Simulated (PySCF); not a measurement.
## C₆ coefficients of unlike pairs at UHF

Calculated with PySCF 2.14 from the dipole response of each species, C₆(A,B) = (3/π) ∫ α_A(iu) α_B(iu) du, in atomic units, from isotropic polarisabilities. For ions this is the dispersion term alone; charge-induced terms of lower order in 1/R come first.

```
species           configuration                                                                      basis      relativity  α (bohr³)  C₆ (like pair)
   Fe³⁺           [Ar] 3d5 (6S)                                                   aug-cc-pVTZ (8s7p5d3f2g)            none      1.654           4.001
     Ir  [Xe] 4f14 5d7 6s2 (4F)                                    aug-cc-pVDZ-PP with ECP60MDF (5s5p4d2f)  core potential      63.54           692.2
     Xe               [Xe] (1S)       def2-QZVPPD with the def2 core potential (28 electrons) (8s7p5d4f1g)  core potential      26.78           283.4
      B       [He] 2s2 2p1 (2P)  x2c-TZVPPall with one added diffuse shell each of s, p, d type (6s4p3d1f)   spin-free X2C      22.07           105.3
```

Question: Estimate C₆ for Ir with Fe³⁺.

Answer: The integral gives 37.67. The combination rule 2 C_A C_B / (C_A α_B/α_A + C_B α_A/α_B) gives 32.26 and the geometric mean 52.62.

No spin-orbit coupling is included.

The other pairs:

```tsv
pair	C₆
Xe, Ir	421.8
B, Fe³⁺	14.27
B, Ir	268.2
Xe, Fe³⁺	28.33
B, Xe	166.1
```
